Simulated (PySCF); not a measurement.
ErB at PBE0

Level: PBE0. basis Er x2c-TZVPall, B x2c-TZVPall; spin-free X2C with a Gaussian nucleus; PySCF 2.14.

| Item | Value |
| --- | --- |
| state | sextet, about 12.0 electrons in the 4f shell (Mulliken), real f orbitals that mix terms, a second solution, started from another occupation |
| bond length | 2.341 Å |
| harmonic wavenumber | 432 cm⁻¹ |
| force constant | 1.14 mdyn/Å |
| rotational constant Be | 0.2979 cm⁻¹ |
| anharmonicity ωexe | 1.95 cm⁻¹ |
| vibration–rotation constant αe | 0.00161 cm⁻¹ |
| energy of the minimum from ground-state Er (4f12 6s2) + B | -0.89 eV |
| bond order (Mayer) | 1.52 |
| dipole moment (positive dipole means Er(−)B(+)) | -5.23 D |

Spin–orbit coupling is left out, which matters for elements this heavy, above all for dissociation energies.
